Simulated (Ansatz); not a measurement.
CH5BSi, SMILES `[H]/B=C\[SiH3]` (charge 0, multiplicity 1).

Cartesian coordinates (Å):
SMILES: [H]/B=C\[SiH3]
```xyz
8

B      1.6311    -0.1449    -0.3647
C      0.6467     0.7020     0.0578
Si    -1.0003    -0.1509     0.1598
H      2.4017    -0.9446    -0.7321
H      0.6985     1.7482     0.3263
H     -1.5424    -0.1246     1.5405
H     -0.8377    -1.5682    -0.2507
H     -1.9977     0.4830    -0.7369
```
Charge 0, spin multiplicity 1.

Frozen-core energies in 6-31g from Ansatz (a program for electronic structure) at a geometry from B3LYP-D3(BJ)/def2-TZVP; the HF reference has <S^2> = 0.00 and the T1 diagnostic is 0.014.

```tsv
level	energy (Ha)	difference from CCSDTQ (mHa)
HF	-354.24078	238.21
MP2	-354.43470	44.29
CCSD	-354.47105	7.94
CCSD(T)	-354.47784	1.15
CCSDT	-354.47868	0.31
CCSDT(Q)	-354.47902	-0.03
CCSDTQ	-354.47899	0.00
```
